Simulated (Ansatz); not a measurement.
Reaction (atomization): `O[Si](O)(O)[O][Sn]([Cl])([Cl])[Cl]` → 3 Cl• + 3 H• + 4 O• + Si• + Sn•

Computed with Ansatz on PBE0-D4/def2-TZVP structures; ΔE is electronic, products minus reactants. CBS: MP2 limit from def2 TZ/QZ plus the TZ coupled-cluster correction, frozen cores. This one scheme is used for every species, atoms too. No spin–orbit coupling; open shells (•) take unrestricted orbitals. Spin–orbit coupling would lower the free atoms: a little for Cl, O, Si; strongly for Sn. def2 core potentials past Kr. Bonds to Sn are less sure, by a few kJ/mol each and by 10 to 20 or more in all where they break to atoms, as the def2 sets lack core-valence functions. One conformer a species, not always the lowest.

| species | CCSD(T)/CBS(def2) energy (Eh) |
| --- | --- |
| `O[Si](O)(O)[O][Sn]([Cl])([Cl])[Cl]` | -2185.33849 |
| Cl• | -459.70966 |
| H• | -0.50000 |
| O• | -75.00631 |
| Si• | -288.94402 |
| Sn• | -213.97081 |

(1) Work out ΔE.

Largest T1 diagnostic among the species: 0.012.

Results:

(1) ΔE = 4 × (-75.00631) + 3 × (-459.70966) + 3 × (-0.50000) + (-288.94402) + (-213.97081) − (-2185.33849) = 1.76944 Eh = +1110.3 kcal/mol.

From BLYP to BHLYP (50 % exact exchange), in def2-TZVPP and without D4, ΔE moves by −37.4 kcal/mol: exact exchange takes away binding that semilocal exchange gives to molecules. Leaving LDA and LC-ωPBE aside and taking each functional with its dispersion term where it has one, the values, not all of them listed here, spread over 73.9 kcal/mol, from BHLYP-D4 to PBE-D4. LDA lies +176.5 kcal/mol from PBE without D4, its usual overbinding.

For atomizations the MP2-based limit and the directly extrapolated one differ by several kJ/mol either way, and by 10 to 25 for some Ge, Se and Sn compounds, so smaller differences from it don't rank the levels.
